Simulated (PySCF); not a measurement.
# Computed structure and properties of [Gd(NH3)3]3+

System: [Gd(NH3)3]3+ (singlet in the valence; each metal's 4f electrons, 7 of them, lie in its core potential, out of spins and levels); start: displaced along the imaginary mode (C3). Method: PySCF 2.14.0, RKS PBE, Gd lcecp-1-SVP with ECP53, N def2-SVP, H def2-SVP; non-relativistic Hamiltonian with scalar-relativistic core potentials where named; density fitting; no spin-orbit coupling.

Input of the relaxation:

```python
mol = gto.M(atom='''
Gd    -0.00000     0.00000    -0.01594
N      2.44251     0.00126     0.04776
H      2.87973    -0.64011     0.77503
H      2.91418    -0.30396    -0.85597
H      2.89743     0.94316     0.25000
N     -1.22235     2.11464     0.04776
H     -0.88551     2.81397     0.77503
H     -1.19385     2.67573    -0.85597
H     -2.26552     2.03767     0.25000
N     -1.22016    -2.11590     0.04776
H     -1.99422    -2.17386     0.77503
H     -1.72033    -2.37177    -0.85597
H     -0.63192    -2.98083     0.25000''',
    basis={'Gd': 'lcecp-1-SVP', 'N': 'def2-SVP', 'H': 'def2-SVP'},
    ecp={'Gd': 'lcecp-1-SVP'},
    charge=3, spin=0)
mf = dft.RKS(mol, xc='PBE')
mf.grids.atom_grid = (50, 194)  # f atoms: unpruned, at least (60, 302)
mf = mf.density_fit()  # fitting sets: Gd AutoAux, N def2-universal-JKFIT, H def2-universal-JKFIT
mf.conv_tol = 1e-08; mf.max_cycle = 55
mf.kernel(dm0)  # dm0: converged density of the start geometry
# quasi-Newton relaxation in Cartesian coordinates to a largest gradient under 0.00045 Eh/bohr, steps kept in the point group
```

Run from Python with OMP_NUM_THREADS=2; the lines above give its settings. Where DIIS fails, smearing, a level shift and second-order steps follow.
It took 100 s on 2 threads of Arm Neoverse V2, on a shared host, from the converged density of the start.

Course of the relaxation:

```csv
step,energy above end (eV),largest force component within the symmetry (eV/Å)
0,0.1047,0.682
1,0.0474,0.023
2,0.0470,0.023
3,0.0452,0.060
4,0.0440,0.260
5,0.0388,0.193
6,0.0334,0.227
7,0.0218,0.159
12,0.0054,0.108
13,0.0016,0.055
14,0.0005,0.056
15,0.0002,0.026
16,0.0000,0.021
17,0.0000,0.016
```
(The steps between are left out.)

Relaxed geometry (C3):

```xyz
13

Gd    0.0000    0.0000   -0.7773
N     2.3013   -0.0007    0.0141
H     2.5218   -0.6428    0.8103
H     3.0103   -0.2788   -0.7052
H     2.6693    0.9184    0.3514
N    -1.1500    1.9934    0.0141
H    -0.7042    2.5053    0.8103
H    -1.2637    2.7464   -0.7052
H    -2.1301    1.8525    0.3514
N    -1.1513   -1.9927    0.0141
H    -1.8175   -1.8625    0.8103
H    -1.7467   -2.4676   -0.7052
H    -0.5393   -2.7709    0.3514
```

| contact | Å |
| --- | --- |
| Gd1–N2 (NH3) | 2.434 |
| Gd1–N6 (NH3) | 2.434 |
| Gd1–N10 (NH3) | 2.434 |

On the finer grid (75, 302):

* HOMO: -22.94 eV
* LUMO: -17.29 eV
* Dipole about the centre of mass: 2.89 D
* Set of Mulliken populations of Gd1 outside the core potential: s 2.26, p 6.16, d 0.84, f 0.03
* D3(BJ) dispersion energy (not in the energies): -0.228 eV

```tsv
atom	Mulliken (e)	Löwdin (e)	spin (e)
Gd1	1.71	1.47	0.00
N2	-0.33	-0.01	0.00
H3	0.25	0.17	0.00
H4	0.25	0.17	0.00
H5	0.25	0.17	0.00
N6	-0.33	-0.01	0.00
H7	0.25	0.17	0.00
H8	0.25	0.17	0.00
H9	0.25	0.17	0.00
N10	-0.33	-0.01	0.00
H11	0.25	0.17	0.00
H12	0.25	0.17	0.00
H13	0.25	0.17	0.00
```

The 4f levels lie in the core potential and are missing. Their spin isn't counted.

On the grid (50, 194), as all that follows. Harmonic modes: a minimum within the noise of the softest modes; lowest 25 cm⁻¹ (negative: unstable), highest 3309 cm⁻¹, zero-point energy 2.986 eV.

Taking off one NH3 (charge 0, singlet; the rest: singlet) in vacuum, both parts rigid, costs 4.06 eV; the small basis without counterpoise inflates it. Parting with an electron moved from the ligand to the metal can be far cheaper, even downhill.

Rigid scan of NH3 along the line from its metal:

(distance to N2 (Å), energy (eV)): (2.13, 0.472), (2.23, 0.182), (2.33, 0.040), (2.43, 0.000), (2.53, 0.031), (2.63, 0.109), (2.83, 0.346)

One start shape was tried, so this needn't be the lowest isomer.

An lcecp potential fixes the number of 4f electrons, so in runs with it no electron can move into or out of that shell.
